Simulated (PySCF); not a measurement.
Simulated Cl 2p region for AlCl2(SiH3) (`[SiH3][Al]([Cl])[Cl]`), binding energy against the vacuum level.

Every computed line was given a Gaussian of 1.0 eV full width at half maximum and an area set by the number of equivalent atoms (split 2:1 within a doublet); the highest printed point is 100. Level of theory: delta-SCF UKS SCAN, pcX-2 on the ionised atom, pcseg-1 elsewhere, spin-free X2C in PySCF 2.14.0.

binding energy (eV), intensity and a bar:
```
    204.4          0 
    204.5          1 
    204.6          1 
    204.7          2 #
    204.8          4 #
    204.9          7 ##
    205.0         12 ###
    205.1         18 #####
    205.2         28 ########
    205.3         39 ############
    205.4         53 ################
    205.5         67 ####################
    205.6         80 ########################
    205.7         91 ###########################
    205.8         98 #############################
    205.9        100 ##############################
    206.0         96 #############################
    206.1         88 ##########################
    206.2         76 #######################
    206.3         62 ###################
    206.4         49 ###############
    206.5         37 ###########
    206.6         28 ########
    206.7         23 #######
    206.8         21 ######
    206.9         22 #######
    207.0         26 ########
    207.1         31 #########
    207.2         37 ###########
    207.3         43 #############
    207.4         48 ##############
    207.5         50 ###############
    207.6         49 ###############
    207.7         46 ##############
    207.8         41 ############
    207.9         35 ##########
    208.0         28 ########
    208.1         21 ######
    208.2         15 ####
    208.3         10 ###
    208.4          6 ##
    208.5          4 #
    208.6          2 #
    208.7          1 
    208.8          1 
    208.9          0 
    209.0          0
```

Count the maxima, the lines and the sites behind this envelope.

The curve has 2 maxima (at 205.9 and 207.5 eV). Under it lie 2 lines from 1 inequivalent chlorine site, drawn as a 2p3/2, 2p1/2 pair.

Decompose the envelope and assign each component. Bonds: Al1–Cl2, Al1–Cl3, Al1–Si4. Hydrogens: H5, H6, H7 on Si4.

```
position (eV)  relative area      line    atoms            environment
       205.88           1.33  Cl 2p3/2  Cl2/Cl3  chlorine bonded to Al
       207.54           0.67  Cl 2p1/2  Cl2/Cl3  chlorine bonded to Al
```

What are the centre and the root-mean-square width of the whole band?

The area-weighted mean of the lines is 206.43 eV. Their own spread about it is 0.78 eV (rms) and each Gaussian has σ = 1.0/2.355 = 0.42 eV; the variances add, which gives 0.89 eV.

No satellites, vibrations or lifetime broadening are included. Atoms equivalent by their bonding share one computed value, that of the first of them. For 2p shells one spin-free hole was relaxed; a mean-field spin–orbit operator and the ground-state splitting of the three 2p orbitals were then diagonalised within the shell. The shell's mean is (2 × 2p3/2 + 2p1/2)/3, and the degeneracies 2j + 1 give areas of 2:1. 2p1/2 minus 2p3/2 (ligand field included): Cl 1.65 eV. Geometry: PBE0-D3(BJ)/def2-SVP; no solvent, vibrations or thermal averaging.
